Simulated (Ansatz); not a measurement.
**Scan of the In2–O1–H4 angle**

InHClO (SMILES [OH][In][Cl]), doublet, at its PBE0-D4/def2-TZVP minimum:

O1  (-0.979, 0.723, -0.669)
In2  (0.912, 0.640, -0.025)
Cl3  (1.563, -1.333, 1.109)
H4  (-1.440, -0.091, -0.435)
(Å)

The angle In2–O1–H4 (109.9° at the minimum) is set to the values below, In2, with anything bonded beyond it, turning rigidly in the plane of the angle. Each method's energies count from its own value at the PBE0-D4 minimum structure. Ansatz 0.2.0; basis: def2-TZVPP; cores frozen in the correlated methods; orbitals are unrestricted. Filled d shells of the heavier atoms are correlated. Core potentials replace the inner electrons of the atoms past krypton. The def2 sets are not built for correlating such inner shells, so the correlated values are less sure here.

CCSD(T) energies along the scan:
| angle (°) | CCSD(T) (kJ/mol) |
| --- | --- |
| 91.9 | 11.3 |
| 96.4 | 6.0 |
| 100.9 | 2.5 |
| 105.4 | 0.6 |
| 109.9 | 0.0 |
| 114.4 | 0.7 |
| 118.9 | 2.4 |
| 123.4 | 5.0 |
| 127.9 | 8.4 |
They count from the CCSD(T) energy at the PBE0-D4 minimum.

Minimum and curvature along this coordinate at CCSD(T): A fifth-order fit through the nearest points gives 109.6°, with a curvature of about 0.63 meV/deg².

Largest difference from the CCSD(T) curve over the scan: PBE-D4 1.0; wB97M-V 1.5; MP2 0.1 kJ/mol. Each curve counts from its own value at the minimum.

The T1 diagnostic stays at or below 0.020. ⟨S²⟩ of the unrestricted Hartree–Fock references: 0.76 (a pure state has 0.75).

For scale, one of the runs: CCSD(T)/def2-TZVPP, 137 basis functions (an equivalent command: `ansatz run in.yaml --threads 4`). The run took 35 s on 4 CPU threads (shared host), with 2 GiB of host memory at its peak.
